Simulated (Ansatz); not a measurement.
Program: Ansatz. Geometries: PBE0-D4/def2-TZVP. ΔE: electronic, gas phase. CCSD(T)/CBS adds triple-zeta CCSD(T) − MP2 to the extrapolated MP2 energy (def2 sets, frozen cores). DFT in def2-TZVPP. B3LYP here is the variant with VWN-RPA as its local correlation; programs differ in this. def2 core potentials past Kr. For I outer-core shells are correlated without core-valence functions, which leaves a few kJ/mol of doubt a bond. Each species was taken in one conformer, which may not be the lowest.

`[AlH2][CH2]CI` + `OCS` → `[AlH2][CH2]OCS` + `CI`  (substitution at a C–C bond)

```csv
level,ΔE (kJ/mol),difference from CCSD(T)/CBS
r2SCAN-D4,38.3,-5.0
B3LYP-D4,34.1,-9.2
B2PLYP,37.2,-6.1
PBE0,40.5,-2.8
HF/def2-TZVPP,34.8,-8.5
CCSD/def2-TZVPP,39.9,-3.4
CCSD(T)/def2-TZVPP,39.7,-3.6
MP2/def2-QZVPP,48.6,5.3
SCS-MP2/def2-QZVPP,43.9,0.6
CCSD/CBS(def2),43.5,0.2
CCSD(T)/CBS,43.3,0
```

Largest T1 diagnostic among the species: 0.012.

In def2-TZVPP, CCSD(T) changes the Hartree–Fock value by +4.9 kJ/mol (the triples alone add −0.2 kJ/mol) and MP2 by +11.6 kJ/mol. From PBE to PBE0 (25 % exact exchange), in def2-TZVPP and without D4, ΔE moves by +3.1 kJ/mol.
